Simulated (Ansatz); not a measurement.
CoS₂⁻. Charge -1, multiplicity 3. Geometry PBE0-D4/def2-TZVPD; atoms count from 1.

```xyz
3

Co   -0.6082   -0.3007    1.1211
S     0.0224   -0.7864   -0.9646
S     0.5858    1.0871   -0.1565
```

The charge -1 triplet is spin-contaminated (final ⟨S²⟩ up to 2.86, 2.00 for a pure state). At PBE0-D4/def2-TZVPD a quintet of charge -1 lies 0.30 eV below the triplet, each at its own geometry. The structure comes from a short search, and lower isomers may exist.

Q: Estimate the Mulliken populations from the PBE0/def2-TZVPD orbitals of Ansatz.

A: 
| atom | charge (e) | spin (α − β) | d electrons |
| --- | --- | --- | --- |
| Co1 | -0.15 | 1.70 | 7.52 |
| S2 | -0.42 | 0.15 | – |
| S3 | -0.42 | 0.15 | – |
Mulliken values depend strongly on the basis. With diffuse functions, as here, like atoms can get unlike values, and bond orders can come out too low or too high.

Q: Where does the spin sit?

A: Summed by element: Co 1.70, S 0.30, of 2 unpaired in all. Largest on single atoms: Co1 1.70, S2 0.15, S3 0.15.

Q: And the Mayer bond orders between heavy atoms (over 0.3)?

A: Co1–S2 0.97 (2.23 Å); Co1–S3 0.97 (2.23 Å); S2–S3 0.84 (2.12 Å).
